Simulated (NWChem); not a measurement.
System: BH₂S₂Cl; SMILES SB(S)Cl

Excerpt of the output:

```
             Northwest Computational Chemistry Package (NWChem) 7.3.0
             --------------------------------------------------------

 C2V symmetry detected

                             Geometry "geometry" -> ""
                             -------------------------

 Output coordinates in angstroms (scale by  1.889725989 to convert to a.u.)

  No.       Tag          Charge          X              Y              Z
 ---- ---------------- ---------- -------------- -------------- --------------
    1 B                    5.0000     0.00000000     0.00000000     0.01120942
    2 Cl                  17.0000     0.00000000     0.00000000    -1.76068744
    3 S                   16.0000     1.62866802     0.00000000     0.80260330
    4 H                    1.0000     1.20204936     0.00000000     2.09616686
    5 S                   16.0000    -1.62866802     0.00000000     0.80260330
    6 H                    1.0000    -1.20204936     0.00000000     2.09616686

 Effective nuclear repulsion energy (a.u.)     233.2684300841

      Symmetry information
      --------------------

 Group name             C2v
 Group number             16
 Group order               4
 No. of unique centers     4

                                 NWChem DFT Module
                                 -----------------

 Summary of "ao basis" -> "ao basis" (spherical)
 ------------------------------------------------------------------------------
       Tag                 Description            Shells   Functions and Types
 ---------------- ------------------------------  ------  ---------------------
 B                         def2-tzvpd               13       37   6s3p3d1f
 Cl                        def2-tzvpd               16       46   6s6p3d1f
 S                         def2-tzvpd               16       46   6s6p3d1f
 H                         def2-tzvpd                5        9   3s2p

      Symmetry analysis of basis
      --------------------------

        a1         75
        a2         25
        b1         57
        b2         36

            General Information
            -------------------
          SCF calculation type: DFT
          Wavefunction type:  closed shell.
          No. of atoms     :     6
          No. of electrons :    56
           Alpha electrons :    28
            Beta electrons :    28
          Charge           :     0
          Spin multiplicity:     1
          Use of symmetry is: on ; symmetry adaption is: on
          Maximum number of iterations: 150
          AO basis - number of functions:   193
                     number of shells:    71
          Convergence on energy requested:  1.00D-06
          Convergence on density requested:  1.00D-05
          Convergence on gradient requested:  5.00D-04

              XC Information
              --------------
                         PBE0 Method XC Functional
                     Hartree-Fock (Exact) Exchange  0.250
          PerdewBurkeErnzerhof Exchange Functional  0.750
            Perdew 1991 LDA Correlation Functional  1.000 local
           PerdewBurkeErnz. Correlation Functional  1.000 non-local

             Grid Information
             ----------------
          Grid used for XC integration:  medium
          Radial quadrature: Mura-Knowles
          Angular quadrature: Lebedev.
          Tag              B.-S. Rad. Rad. Pts. Rad. Cut. Ang. Pts.
          ---              ---------- --------- --------- ---------
          B                   0.85       49          12.0       434
          Cl                  1.00       88          14.0       590
          S                   1.00       88          14.0       590
          H                   0.35       45          13.0       434
          Grid pruning is: on
          Number of quadrature shells:   270
          Spatial weights used:  Erf1

      Superposition of Atomic Density Guess
      -------------------------------------

 Sum of atomic energies:       -1279.97159847

      Non-variational initial energy
      ------------------------------

 Total energy =   -1281.235356
 1-e energy   =   -2232.090425
 2-e energy   =     717.586639
 HOMO         =      -0.319612
 LUMO         =       0.019085

      Symmetry analysis of molecular orbitals - initial
      -------------------------------------------------

  Numbering of irreducible representations:

     1 a1          2 a2          3 b1          4 b2

  Orbital symmetries:

     1 a1          2 a1          3 b1          4 a1          5 a1
     6 b1          7 a1          8 b1          9 b2         10 a1
    11 a1         12 b1         13 a1         14 b1         15 b2
    16 a2         17 a1         18 a1         19 b1         20 a1
    21 b1         22 a1         23 b2         24 a1         25 b1
    26 b2         27 b1         28 a2         29 a1         30 b2
    31 a1         32 b1         33 a1         34 b2         35 b1
    36 a1         37 a2         38 a1

------------------------------------------------------------
EAF file 0: "./job.aoints.0" size=258998272 bytes
------------------------------------------------------------
               write      read    awrite     aread      wait
               -----      ----    ------     -----      ----
     calls:      494         0         0         0         0
   data(b): 2.59e+08  0.00e+00  0.00e+00  0.00e+00
   time(s): 0.00e+00  0.00e+00  0.00e+00  0.00e+00  0.00e+00
rate(mb/s): 0.00e+00  0.00e+00
------------------------------------------------------------

     ---------------------------------------------
      Total Density - Mulliken Population Analysis
     ---------------------------------------------

    Atom       Charge   Shell Charges
 -----------   ------   -------------------------------------------------------
    1 B    5     4.03   0.91  1.07  0.51  0.46 -0.08 -0.03  0.62  0.60 -0.17  0.04  0.14 -0.08  0.02
    2 Cl  17    17.45   2.01  0.45  1.52  1.10  0.86  0.08  4.19  1.69  1.12  2.93  1.45  0.03  0.01  0.02  0.00  0.00
    3 S   16    16.53   2.01  0.49  1.48  1.06  0.83  0.06  4.18  1.69  0.92  2.45  1.25  0.03  0.02  0.04  0.01  0.00
    4 H    1     0.74   0.19  0.40  0.10  0.02  0.03
    5 S   16    16.53   2.01  0.49  1.48  1.06  0.83  0.06  4.18  1.69  0.92  2.45  1.25  0.03  0.02  0.04  0.01  0.00
    6 H    1     0.74   0.19  0.40  0.10  0.02  0.03

   convergence    iter        energy       DeltaE   RMS-Dens  Diis-err
 ---------------- ----- ----------------- --------- --------- ---------
 d= 0,ls=0.0,diis     1  -1282.2460145508 -1.52D+03  4.38D-03  1.23D+00
 d= 0,ls=0.0,diis     2  -1282.2324306301  1.36D-02  3.13D-03  6.48D-01
 d= 0,ls=0.0,diis     3  -1282.2924924947 -6.01D-02  1.22D-03  2.09D-01
 d= 0,ls=0.0,diis     4  -1282.3217259154 -2.92D-02  2.52D-04  5.80D-03
 d= 0,ls=0.0,diis     5  -1282.3226263097 -9.00D-04  6.35D-05  2.79D-04
  Resetting Diis
 d= 0,ls=0.0,diis     6  -1282.3226638170 -3.75D-05  1.39D-05  1.39D-05
 d= 0,ls=0.0,diis     7  -1282.3226653394 -1.52D-06  6.07D-06  7.51D-07
 d= 0,ls=0.0,diis     8  -1282.3226653356  3.77D-09  3.13D-06  8.24D-07

         Total DFT energy =    -1282.322665335625
      One electron energy =    -2234.682133365185
           Coulomb energy =      803.088486810142
    Exchange-Corr. energy =      -83.997448864670
 Nuclear repulsion energy =      233.268430084088

 Numeric. integr. density =       56.000004485533

                  Occupations of the irreducible representations
                  ----------------------------------------------

                     irrep           alpha         beta
                     --------     --------     --------
                     a1               13.0         13.0
                     a2                2.0          2.0
                     b1                9.0          9.0
                     b2                4.0          4.0

                       DFT Final Molecular Orbital Analysis
                       ------------------------------------

 Vector   26  Occ=2.000000D+00  E=-3.305235D-01  Symmetry=b1
              MO Center= -1.3D-14, -6.0D-15, -5.8D-01, r^2= 4.1D+00
   Bfn.  Coefficient  Atom+Function         Bfn.  Coefficient  Atom+Function
  ----- ------------  ---------------      ----- ------------  ---------------
    53      0.405092  2 Cl px                56      0.261966  2 Cl px
    99      0.256760  3 S  px               154      0.256760  5 S  px
    50      0.189078  2 Cl px                44     -0.153526  2 Cl px
     7     -0.148217  1 B  px               102      0.136949  3 S  px
   157      0.136949  5 S  px                96      0.115555  3 S  px

 Vector   27  Occ=2.000000D+00  E=-3.168643D-01  Symmetry=b2
              MO Center= -6.3D-14, -1.8D-15, -4.0D-02, r^2= 4.3D+00
   Bfn.  Coefficient  Atom+Function         Bfn.  Coefficient  Atom+Function
  ----- ------------  ---------------      ----- ------------  ---------------
    54      0.331891  2 Cl py               100     -0.294023  3 S  py
   155     -0.294023  5 S  py                57      0.209282  2 Cl py
   103     -0.178738  3 S  py               158     -0.178738  5 S  py
    51      0.153255  2 Cl py                97     -0.128307  3 S  py
   152     -0.128307  5 S  py                45     -0.124678  2 Cl py

 Vector   28  Occ=2.000000D+00  E=-2.891751D-01  Symmetry=a2
              MO Center=  5.1D-14, -9.9D-15,  8.1D-01, r^2= 4.0D+00
   Bfn.  Coefficient  Atom+Function         Bfn.  Coefficient  Atom+Function
  ----- ------------  ---------------      ----- ------------  ---------------
   100      0.386728  3 S  py               155     -0.386728  5 S  py
   103      0.243647  3 S  py               158     -0.243647  5 S  py
    97      0.168444  3 S  py               152     -0.168444  5 S  py
    91     -0.141171  3 S  py               146      0.141171  5 S  py
    94     -0.064421  3 S  py               149      0.064421  5 S  py

 Vector   29  Occ=0.000000D+00  E=-4.475793D-02  Symmetry=b2
              MO Center= -3.8D-14, -1.1D-14,  1.4D-01, r^2= 4.0D+00
   Bfn.  Coefficient  Atom+Function         Bfn.  Coefficient  Atom+Function
  ----- ------------  ---------------      ----- ------------  ---------------
    11      0.417930  1 B  py                 8      0.384907  1 B  py
    14      0.275401  1 B  py               103     -0.209667  3 S  py
   158     -0.209667  5 S  py               100     -0.183274  3 S  py
   155     -0.183274  5 S  py                57     -0.176316  2 Cl py
    54     -0.160642  2 Cl py               106     -0.083492  3 S  py

 Vector   30  Occ=0.000000D+00  E=-3.198775D-02  Symmetry=a1
              MO Center= -1.5D-13,  4.0D-15,  1.6D+00, r^2= 7.2D+00
   Bfn.  Coefficient  Atom+Function         Bfn.  Coefficient  Atom+Function
  ----- ------------  ---------------      ----- ------------  ---------------
     6      2.021642  1 B  s                  5      1.111252  1 B  s
    89     -1.072246  3 S  s                144     -1.072246  5 S  s
    43     -0.528184  2 Cl s                 30      0.372023  1 B  d  2
    88     -0.261537  3 S  s                143     -0.261537  5 S  s
   107      0.258518  3 S  pz               162      0.258518  5 S  pz

 Vector   31  Occ=0.000000D+00  E= 7.066525D-04  Symmetry=a1
              MO Center=  4.5D-13,  6.8D-15,  1.3D+00, r^2= 1.4D+01
   Bfn.  Coefficient  Atom+Function         Bfn.  Coefficient  Atom+Function
  ----- ------------  ---------------      ----- ------------  ---------------
     6      3.223471  1 B  s                 89     -1.699271  3 S  s
   144     -1.699271  5 S  s                  5      1.214370  1 B  s
    43     -0.583081  2 Cl s                105      0.557706  3 S  px
   160     -0.557706  5 S  px               107      0.461835  3 S  pz
   162      0.461835  5 S  pz                 4      0.365623  1 B  s

------------------------------------------------------------
EAF file 0: "./job.aoints.0" size=322961408 bytes
------------------------------------------------------------
               write      read    awrite     aread      wait
               -----      ----    ------     -----      ----
     calls:      616         7         0      4305      4305
   data(b): 3.23e+08  3.67e+06  0.00e+00  2.26e+09
   time(s): 0.00e+00  0.00e+00  0.00e+00  0.00e+00  0.00e+00
rate(mb/s): 0.00e+00  0.00e+00
------------------------------------------------------------

     ---------------------------------------------
      Total Density - Mulliken Population Analysis
     ---------------------------------------------

    Atom       Charge   Shell Charges
 -----------   ------   -------------------------------------------------------
    1 B    5     4.33   0.91  1.06  0.50  0.46 -0.17 -0.05  0.92  0.69 -0.19  0.05  0.18 -0.06  0.02
    2 Cl  17    17.28   2.01  0.43  1.52  1.12  0.85  0.11  4.19  1.67  1.12  2.84  1.33  0.03  0.01  0.03 -0.00  0.00
    3 S   16    16.37   2.01  0.47  1.48  1.09  0.84  0.09  4.19  1.67  0.94  2.39  1.06  0.03  0.03  0.06  0.01  0.01
    4 H    1     0.83   0.23  0.47  0.06  0.02  0.04
    5 S   16    16.37   2.01  0.47  1.48  1.09  0.84  0.09  4.19  1.67  0.94  2.39  1.06  0.03  0.03  0.06  0.01  0.01
    6 H    1     0.83   0.23  0.47  0.06  0.02  0.04

     -------------------------------------------
      Total Density - Lowdin Population Analysis
     -------------------------------------------

    Atom       Charge   Shell Charges
 -----------   ------   -------------------------------------------------------
    1 B    5     6.67   0.95  1.00  0.31  0.24  0.12  0.07  0.81  1.01  0.42  0.09  0.91  0.59  0.15
    2 Cl  17    16.44   1.98  0.84  1.13  0.80  0.55  0.13  3.93  1.90  1.25  2.38  1.21  0.13  0.01  0.04  0.17  0.01
    3 S   16    15.31   1.99  0.84  1.12  0.69  0.42  0.10  3.91  1.88  1.05  1.92  0.95  0.11  0.02  0.10  0.17  0.02
    4 H    1     1.13   0.23  0.39  0.16  0.06  0.30
    5 S   16    15.31   1.99  0.84  1.12  0.69  0.42  0.10  3.91  1.88  1.05  1.92  0.95  0.11  0.02  0.10  0.17  0.02
    6 H    1     1.13   0.23  0.39  0.16  0.06  0.30

     Multipole analysis of the density
     ---------------------------------

     L   x y z        total         alpha         beta         nuclear
     -   - - -        -----         -----         ----         -------
     0   0 0 0     -0.000000    -28.000000    -28.000000     56.000000

     1   1 0 0      0.000000      0.000000      0.000000      0.000000
     1   0 1 0     -0.000000     -0.000000     -0.000000      0.000000
     1   0 0 1      0.861458      0.430729      0.430729     -0.000000

     2   2 0 0    -35.078267   -174.258416   -174.258416    313.438565
     2   1 1 0      0.000000      0.000000      0.000000      0.000000
     2   1 0 1      0.000000      0.000000      0.000000      0.000000
     2   0 2 0    -35.153316    -17.576658    -17.576658      0.000000
     2   0 1 1      0.000000      0.000000      0.000000      0.000000
     2   0 0 2    -29.572098   -161.382363   -161.382363    293.192628

[...]

                         DFT ENERGY GRADIENTS

    atom               coordinates                        gradient
                 x          y          z           x          y          z
   1 B       0.000000   0.000000   0.021183    0.000000   0.000000   0.000435
   2 Cl      0.000000   0.000000  -3.327217    0.000000   0.000000  -0.006704
   3 S       3.077736   0.000000   1.516700    0.009188   0.000000  -0.005955
   4 H       2.271544   0.000000   3.961181   -0.002882   0.000000   0.009089
   5 S      -3.077736   0.000000   1.516700   -0.009188   0.000000  -0.005955
   6 H      -2.271544   0.000000   3.961181    0.002882   0.000000   0.009089
```

Level: PBE0/def2-TZVPD. The geometry was optimised at PBE-D3(BJ)/def2-SVP.

Q: Write an input that gives this output.

A: This is not unique; one that fits is the input that was run:
```
start job
memory heap 200 mb stack 900 mb global 1100 mb
geometry units angstroms noautoz
  B     -0.002496    -0.000010     0.000000
  Cl    -1.774382     0.006195     0.000000
  S      0.794607     1.625869     0.000000
  H      2.086655     1.194687     0.000000
  S      0.783179    -1.631447     0.000000
  H      2.078242    -1.209397     0.000000
end
basis spherical
  * library def2-tzvpd
end
dft
  xc pbe0
  iterations 150
  semidirect filesize 400000000
  mulliken
end
task dft gradient
```
